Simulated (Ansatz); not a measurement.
Reaction (formal exchange of groups at a Zn–Se bond): `[OH][Zn][SeH]` + `CCl` → `[OH][Zn][CH2]Cl` + H₂Se

Gas-phase electronic energies from Ansatz, PBE0-D4/def2-TZVP geometries. CCSD(T)/CBS adds triple-zeta CCSD(T) − MP2 to the extrapolated MP2 energy (def2 sets, frozen cores). This one scheme is used for every species. DFT in def2-TZVPP. B3LYP here is the variant with VWN-RPA as its local correlation; programs differ in this. For Se, Zn outer-core shells are correlated without core-valence functions, which leaves a few kJ/mol of doubt a bond. Scalar relativity is left out up to krypton. One conformer a species, not always the lowest.

`[OH][Zn][SeH]`:

```xyz
5

O    -0.126   -1.170    1.519
Zn    0.184    0.052    0.269
Se    0.723    1.576   -1.328
H    -0.996   -1.141    1.921
H     0.215    0.684   -2.381
```

`CCl`:

Z-matrix (Å, degrees):
```
C
Cl 1 1.773
H 1 1.088 2 108.6
H 1 1.087 2 108.7 3 -120.0
H 1 1.088 2 108.7 3 120.0
```

`[OH][Zn][CH2]Cl`:

Cartesian coordinates in Å:
```
O -1.734 -1.819 0.178
Zn -0.437 -0.613 0.113
C 1.022 0.654 0.098
Cl 0.443 2.155 -0.706
H -2.532 -1.621 -0.314
H 1.353 0.938 1.096
H 1.886 0.306 -0.466
```

H₂Se:

Cartesian coordinates in Å:
```
Se -0.411 -0.167 0.521
H -0.187 1.055 -0.259
H 0.598 -0.888 -0.262
```

(1) Is it downhill or uphill in electronic energy at CCSD(T)/CBS, and by how much? (Best estimate.)

(2) What do these levels give: LDA (SPW92), B3LYP-D4, ωB97X-V, CAM-B3LYP, CCSD/def2-TZVPP, HF/def2-QZVPP? (Best estimate.)

Largest T1 diagnostic among the species: 0.015.

Answers

(1) Computed: Uphill: ΔE = +131.7 kJ/mol.

(2) The calculation gave: LDA (SPW92) 115.1, B3LYP-D4 126.1, ωB97X-V 126.6, CAM-B3LYP 126.0, CCSD/def2-TZVPP 126.4, HF/def2-QZVPP 153.8 kJ/mol.

From PBE to PBE0 (25 % exact exchange), in def2-TZVPP and without D4, ΔE moves by +8.4 kJ/mol. Leaving LDA and LC-ωPBE aside and taking each functional with its dispersion term where it has one, the values, not all of them listed here, spread over 17.8 kJ/mol, from BLYP-D4 to BHLYP-D4. LDA lies −6.6 kJ/mol from PBE without D4. At CCSD(T), def2-SVP lies −5.2 kJ/mol from the extrapolated value and def2-TZVPP −8.4 kJ/mol.
